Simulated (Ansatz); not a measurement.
Relaxation of F₃H₃W (7 atoms, charge 0, multiplicity 1), to a largest force component of 0.02 eV/Å in at most 40 steps.

All numbers below come from RHF/def2-SVP in Ansatz 0.2.0.

```xyz
7
Properties=species:S:1:pos:R:3
W 0.000 0.000 0.000
H 0.000 0.000 1.720
F 1.850 0.000 0.000
F 0.000 1.850 0.000
H -1.720 0.000 0.000
F 0.000 -1.850 0.000
H 0.000 0.000 -1.720
```

Where does it end, and by what steps?

It converged. After 8 steps the energy has fallen by 2.888 eV; H2 moved furthest, 0.84 Å.

```
step  energy less start (eV)  largest force component (eV/Å)  accepted
   0                  0.0000                           3.110       yes
   1                 -0.9380                           1.563       yes
   2                 -1.7298                           2.127       yes
   3                 -2.4441                           1.407       yes
   4                 -2.8234                           0.397       yes
   5                 -2.8813                           0.478       yes
   6                 -2.8861                           0.228       yes
   7                 -2.8881                           0.055       yes
   8                 -2.8884                           0.012       yes
```

```xyz
7
Properties=species:S:1:pos:R:3
W 0.290 0.000 0.000
H -0.734 0.000 1.311
F 2.206 0.000 0.000
F 0.263 1.832 0.000
H -1.423 0.000 0.000
F 0.263 -1.832 0.000
H -0.734 0.000 -1.311
```

The run took 8.9 s on 1 thread of AMD EPYC 9R45 96-Core Processor (Zen 5), with other jobs on the host, peak memory 0.18 GiB.
